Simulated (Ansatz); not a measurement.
Two isomers of CH8AsNSi: A = `NC([SiH3])[AsH2]`, B = `CN([SiH3])[AsH2]`.

Isolated molecules relaxed with PBE0-D4/def2-TZVP in Ansatz; ΔE leaves out vibrations. CCSD(T)/CBS adds triple-zeta CCSD(T) − MP2 to the extrapolated MP2 energy (def2 sets, frozen cores). DFT in def2-TZVPP. B3LYP here is the variant with VWN-RPA as its local correlation; programs differ in this. For As outer-core shells are correlated without core-valence functions, which leaves a few kJ/mol of doubt a bond. Scalar relativity is left out up to krypton. Each species was taken in one conformer, which may not be the lowest.

Problem. Which isomer does CCSD(T)/CBS put lower? Give the gap. (Best estimate.)

Solution. Ansatz gave: B, by 52.2 kJ/mol.

Problem. Give E(B) − E(A) in kJ/mol with B3LYP-D4, B2PLYP, B3LYP, HF/def2-TZVPP, CCSD/def2-TZVPP, PBE-D4, PBE0-D4. (An estimate is asked.)

Solution. Ansatz gave: B3LYP-D4 -57.6, B2PLYP -58.2, B3LYP -57.2, HF/def2-TZVPP -69.8, CCSD/def2-TZVPP -55.6, PBE-D4 -44.6, PBE0-D4 -47.3. None reverses the order clearly.

Largest T1 diagnostic: 0.011.

In def2-TZVPP, CCSD(T) changes the Hartree–Fock value by +15.8 kJ/mol (the triples alone add +1.7 kJ/mol) and MP2 by +13.8 kJ/mol.
